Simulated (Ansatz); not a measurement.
`CN(C)c1ncc(-c2ncc(-c3ncc(-c4ncc(-c5ncc(-c6ncc(C#N)s6)s5)s4)s3)s2)s1` with charge -1. The state is a doublet with charge -1. Geometry PBE-D4/def2-SVP, that of the neutral singlet; atoms count from 1.

```tsv
atom	x (Å)	y (Å)	z (Å)
C1	-3.230	-4.319	9.919
N2	-3.027	-3.233	8.973
C3	-2.999	-1.871	9.463
C4	-2.626	-3.517	7.704
N5	-2.552	-4.737	7.192
C6	-2.153	-4.695	5.897
C7	-1.890	-3.439	5.352
C8	-1.459	-3.140	4.016
N9	-1.239	-4.070	3.090
C10	-0.839	-3.511	1.927
C11	-0.733	-2.117	1.900
C12	-0.342	-1.230	0.843
N13	-0.289	0.093	0.970
C14	0.110	0.678	-0.182
C15	0.384	-0.175	-1.255
C16	0.819	0.113	-2.592
N17	1.054	-0.808	-3.517
C18	1.451	-0.252	-4.684
C19	1.539	1.144	-4.709
C20	1.932	1.960	-5.828
N21	2.283	1.456	-7.008
C22	2.601	2.439	-7.879
C23	2.508	3.751	-7.405
C24	2.768	5.004	-8.062
N25	2.630	6.189	-7.483
C26	2.938	7.197	-8.332
C27	3.331	6.819	-9.619
C28	3.705	7.645	-10.702
N29	4.016	8.339	-11.601
S30	3.307	5.073	-9.744
S31	1.981	3.723	-5.740
S32	1.088	1.777	-3.145
S33	0.114	-1.830	-0.758
S34	-1.174	-1.482	3.470
S35	-2.164	-2.211	6.586
H36	-4.169	-4.157	10.487
H37	-3.296	-5.267	9.356
H38	-2.386	-4.391	10.643
H39	-1.971	-1.534	9.735
H40	-3.400	-1.175	8.695
H41	-3.641	-1.792	10.360
H42	-2.045	-5.619	5.311
H43	-0.617	-4.153	1.060
H44	0.204	1.774	-0.236
H45	1.687	-0.874	-5.559
H46	2.913	2.181	-8.904
H47	2.874	8.244	-8.004
```

Single mean-field runs in def2-SVP are fitted with def2-universal-jkfit.

Q: Estimate the Mulliken populations of the heavy atoms from the PBE0/def2-SVP orbitals of Ansatz.

A: 
```
atom  charge (e)  spin (α − β)
  C1        0.05          0.00
  N2       -0.37          0.01
  C3        0.05          0.00
  C4        0.11          0.03
  N5       -0.23         -0.01
  C6        0.11          0.07
  C7       -0.14         -0.05
  C8       -0.06          0.09
  N9       -0.19         -0.05
 C10        0.06          0.09
 C11       -0.12         -0.06
 C12       -0.06          0.13
 N13       -0.19         -0.06
 C14        0.06          0.09
 C15       -0.12         -0.04
 C16       -0.06          0.14
 N17       -0.19         -0.03
 C18        0.09          0.05
 C19       -0.12          0.00
 C20       -0.06          0.11
 N21       -0.19         -0.01
 C22        0.07          0.02
 C23       -0.14          0.05
 C24       -0.04          0.05
 N25       -0.19          0.04
 C26        0.15         -0.04
 C27       -0.30          0.09
 C28       -0.08         -0.02
 N29       -0.05          0.05
 S30        0.11          0.06
 S31        0.12          0.07
 S32        0.07          0.06
 S33        0.13          0.05
 S34        0.13          0.02
 S35        0.05          0.00
```
Mulliken values and Mayer orders depend strongly on the basis.

Q: Where does the spin sit?

A: Summed by element: C 0.81, N -0.06, S 0.26, H -0.01, of 1 unpaired in all. Largest on single atoms: C16 0.14, C12 0.13, C20 0.11.

Q: And the Mayer bond orders between bonded heavy atoms (over 0.3)?

A: C1–N2 0.97 (1.45 Å); N2–C3 0.98 (1.45 Å); N2–C4 1.18 (1.36 Å); C4–N5 1.57 (1.32 Å); C4–S35 1.08 (1.78 Å); N5–C6 1.32 (1.36 Å); C6–C7 1.50 (1.39 Å); C7–C8 1.16 (1.44 Å); C7–S35 1.06 (1.76 Å); C8–N9 1.62 (1.33 Å); C8–S34 1.08 (1.77 Å); N9–C10 1.39 (1.35 Å); C10–C11 1.43 (1.40 Å); C11–C12 1.20 (1.43 Å); C11–S34 1.11 (1.75 Å); C12–N13 1.60 (1.33 Å); C12–S33 1.07 (1.77 Å); N13–C14 1.42 (1.35 Å); C14–C15 1.40 (1.40 Å); C15–C16 1.23 (1.44 Å); C15–S33 1.10 (1.75 Å); C16–N17 1.58 (1.33 Å); C16–S32 1.05 (1.77 Å); N17–C18 1.43 (1.35 Å); C18–C19 1.39 (1.40 Å); C19–C20 1.22 (1.44 Å); C19–S32 1.09 (1.75 Å); C20–N21 1.55 (1.33 Å); C20–S31 1.06 (1.77 Å); N21–C22 1.46 (1.35 Å); C22–C23 1.38 (1.40 Å); C23–C24 1.23 (1.44 Å); C23–S31 1.08 (1.75 Å); C24–N25 1.57 (1.33 Å); C24–S30 1.06 (1.77 Å); N25–C26 1.42 (1.35 Å); C26–C27 1.42 (1.40 Å); C27–C28 1.23 (1.41 Å); C27–S30 1.07 (1.75 Å); C28–N29 2.91 (1.18 Å).
